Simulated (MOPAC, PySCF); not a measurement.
C4H3N, SMILES `N#CC1C=C1`, neutral singlet in the gas phase. 

Cartesian coordinates (Å):
```xyz
8

N      2.5537     0.1182    -0.6989
C      1.5304    -0.0210    -0.1894
C      0.2452    -0.1964     0.4525
C     -0.9837    -0.4788    -0.3772
C     -0.9086     0.7099     0.0978
H      0.3248    -0.6031     1.4575
H     -1.4739    -1.2368    -0.9596
H     -1.2880     1.7078     0.2172
```
Charge 0, spin multiplicity 1.

All levels are single points at this geometry (B3LYP-D3(BJ)/def2-TZVP); Pople sets use spherical d functions. Orbital energies aren't observables, and empty levels follow the basis.

HF/STO-3G in PySCF gives dipole (D) = 3.65.

Question: Estimate the dipole (D) from each of these levels: M06-2X/def2-TZVP in PySCF; PBE-D3(BJ)/def2-TZVP in PySCF; M06-2X/6-31G* in PySCF; PBE/6-31G* in PySCF; SVWN5/6-31G* in PySCF; HF/3-21G in PySCF; HF/6-31G* in PySCF; PM3 in MOPAC.

Answer: 
```tsv
level	dipole (D)
M06-2X/def2-TZVP in PySCF	4.59
PBE-D3(BJ)/def2-TZVP in PySCF	4.47
M06-2X/6-31G* in PySCF	4.41
PBE/6-31G* in PySCF	4.31
SVWN5/6-31G* in PySCF	4.37
HF/3-21G in PySCF	4.50
HF/6-31G* in PySCF	4.74
PM3 in MOPAC	3.54
```
